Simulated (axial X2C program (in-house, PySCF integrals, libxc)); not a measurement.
**Low determinants of MgHf at the PBE0 level, non-relativistic**

All values were computed with an axial X2C code built on PySCF integrals. The Hamiltonian is the X2C one with the speed of light multiplied by 100, which is the non-relativistic limit. Basis: Hf dyall-v3z [12s11p8d6f2g], Mg dyall-v3z [9s8p5d3f] (cores contracted in-house); Gaussian nuclei, density fitting, unrestricted open shells. Masses: Hf 179.947 u, Mg 23.985 u.

Search at 3.005 Å (vertical energies from the lowest determinant):

```csv
ΔE (eV),state,electrons beyond evenly filled partner blocks,"electrons in σ, π, δ, φ"
0.00,"M_S = 2, Λ = 2","σα, π+α, π-α, δ+α",33 34 13 4
0.20,"M_S = 2, Λ = 3","2 × σα, π+α, δ+α",34 33 13 4
0.29,"M_S = 2, Λ = 1","2 × σα, π-α, δ+α",34 33 13 4
0.33,"M_S = 2, Λ = 0","2 × σα, π+α, π-α",34 34 12 4
0.42,"M_S = 1, Λ = 0","π+α, π-α",34 34 12 4
0.49,"M_S = 1, Λ = 3","π+α, δ+α",34 33 13 4
0.57,"M_S = 1, Λ = 2","σβ, π+α, π-α, δ+α",33 34 13 4
```

Lowest determinant, M_S = 2, Λ = 2 (beyond evenly filled blocks: σα, π+α, π-α, δ+α): Re = 3.000 Å, ωe = 162.0 cm⁻¹.

The determinant in row 2 of the search, M_S = 2, Λ = 3 (beyond evenly filled blocks: 2 × σα, π+α, δ+α), was followed along the bond at PBE0; measured from the minimum of the lowest determinant it gives:

Te = 0.189 eV (1525 cm⁻¹), Re = 3.105 Å, ωe = 156.1 cm⁻¹.

**Question.** Compare the bond of the determinant in row 2 with that of the lowest one.

**Answer.** At PBE0 its Re is 0.105 Å longer and its force constant, which goes as ωe², is 0.93 times that of the lowest determinant. T0 ≈ Te + Δωe/2 = 1525 + (-3) = 1522 cm⁻¹.

The search compares states at one distance, so a state with another bond length can lie lower; it is not exhaustive and yields mostly the lowest determinant of each block pattern, so other components and higher states of one pattern are missing. These are energies of single determinants, not of spin-adapted states; PBE0 term energies can be off by some tenths of an eV, and the functional has no current term. The lowest determinant need not be the ground state where others lie within half an eV. Spin–orbit coupling is large for these atoms, so the spin-free order is a model.
